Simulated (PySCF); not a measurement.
Atom-mapped SMILES (the numbers label the heavy atoms): `[CH3:1][c:2]1[cH:3][cH:4][c:5]([F:6])[cH:7][cH:8]1`. Each H is labelled by its parent atom.

All values are calculated (PySCF 2.14.0 with density-fitted response routines): structure optimised with PBE0-D3(BJ)/def2-TZVP, B97-2/pcSseg-2 with gauge-including orbitals. Equivalent nuclei averaged, no relativistic terms, a single conformation, no solvent.

Task: List the cross peaks expected in HSQC, COSY and HMBC spectra.

Result: 

HSQC (one-bond C–H):
```tsv
δH	δC
7.40 (H(C3)/H(C8))	137.3 (C3/C8)
7.17 (H(C4)/H(C7))	121.2 (C4/C7)
2.41 (H(C1))	23.5 (C1)
```

COSY cross peaks (H two or three bonds apart, from the bond graph; peaks can be absent where the dihedral angle is near 90°):
```tsv
δH	δH
7.40 (H(C3)/H(C8))	7.17 (H(C4)/H(C7))
```

HMBC (two and three bonds, from the bond graph):
```tsv
δH	δC
7.40 (H(C3)/H(C8))	171.5 (C5), 140.3 (C2), 137.3 (C3/C8), 121.2 (C4/C7), 23.5 (C1)
7.17 (H(C4)/H(C7))	171.5 (C5), 140.3 (C2), 137.3 (C3/C8), 121.2 (C4/C7)
2.41 (H(C1))	140.3 (C2), 137.3 (C3/C8)
```

δ = σ(ref) − σ, references computed at the same level: ¹H and ¹³C vs TMS.

Short H···H contacts in this conformer between protons four or more bonds apart (candidates for NOE cross peaks, intensity ∝ r⁻⁶): H(C1)···H(C3) 2.41 Å.

Shifts are as computed. Against solution values, carbons near 30 ppm lie about +3 ppm off and those near 130 ppm about +7 ppm. Of 1211 compounds with measured shifts, 218 miss one by over three times the rms of a fit or turn the order of signals round; such compounds aren't used in these exercises.
